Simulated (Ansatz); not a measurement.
A run for Ansatz (a program for electronic structure): R-r2SCAN/cc-pVTZ on GeH3N (SMILES [NH2][GeH]), a point of a bond scan (R = 1.008 Å).

Ansatz 0.2 input:
```yaml
crystal:
  periodic: [false, false, false]
  atoms:
    - {symbol: Ge, position_ang: [-0.14236253, 0.24006627, 0.31200616]}
    - {symbol: H, position_ang: [-0.50045421, 1.34585812, -0.79743283]}
    - {symbol: N, position_ang: [0.51606097, -0.92124331, -0.93851753]}
    - {symbol: H, position_ang: [0.55853000, -0.75426766, -1.93199867]}
    - {symbol: H, position_ang: [0.88509843, -1.82500787, -0.68514287]}
basis:
  gaussian:
    orbitals: cc-pVTZ
    pivot_positions_ang: [[-0.14236253, 0.24006627, 0.31200616], [-0.50045421, 1.34585812, -0.79743283], [0.51606097, -0.92124331, -0.93851753], [0.55853000, -0.75426766, -1.93199867], [0.88509843, -1.82500787, -0.68514287]]
hamiltonian:
  xc: {name: r2SCAN}
scf: {lower_state_search: off}
output: {orbitals: {seedname: ./end}}
```

The log:

```
WARN ansatz: RAYON_NUM_THREADS=1 ignored (pool sized by the plan → 1); use --threads N
Functional definition: r2SCAN
these checks for a lower state are left out or cut short: stability, starts, cluster_reference, orbital_swaps, neighbouring_geometries, increment
integrals: 0.04 GiB planned
712 factors; their error is unknown
mean field: 0.31 GiB planned
mean field evaluation 1: about -58048.9839 eV, gradient 6.6e1 eV
mean field evaluation 2: about -58000.8516 eV, gradient 1.3e2 eV
mean field evaluation 4: about -58057.2214 eV, gradient 6.0e0 eV
mean field evaluation 8: about -58057.3375 eV, gradient 1.7e-1 eV
mean field evaluation 16: about -58057.3375 eV, gradient 9.6e-7 eV
mean field -58057.33754071 eV, -2133.5678019442 hartree, gradient 1.0e-6 eV, S^2 0.000000; 0 other end points of the search recorded, 0 dependent functions left out
reference -58057.33755030 eV, -2133.5678022969 hartree; 21, 21 occupied and 94, 94 virtual orbitals, 712 factors
Total energy: -58057.33755030 eV, -2133.5678022969 hartree
Checks for a lower state left out: stability, starts, cluster_reference, orbital_swaps, neighbouring_geometries, increment
```

Self-consistency was reached.

Cost: roughly 2.4 core-seconds.
